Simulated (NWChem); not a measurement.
# CaO; SMILES [O]=[Ca]

All runs: NWChem. Pople sets run with spherical d functions. Each level has its own optimisation; frequencies are unscaled.

```tsv
level	basis functions	r Ca–O (Å)	highest harmonic frequency (cm⁻¹)	zero-point energy (kcal/mol)	dipole (D)
Hartree-Fock/STO-3G	18	2.753	138	0.2	1.28
Hartree-Fock/3-21G	26	2.280	300	0.4	3.39
Hartree-Fock/6-31G*	36	2.038	571	0.8	8.62
Hartree-Fock/6-31+G*	44	2.036	628	0.9	11.89
Hartree-Fock/6-311G**	57	1.828	825	1.2	10.46
Hartree-Fock/6-311++G**	65	1.849	809	1.2	11.85
```
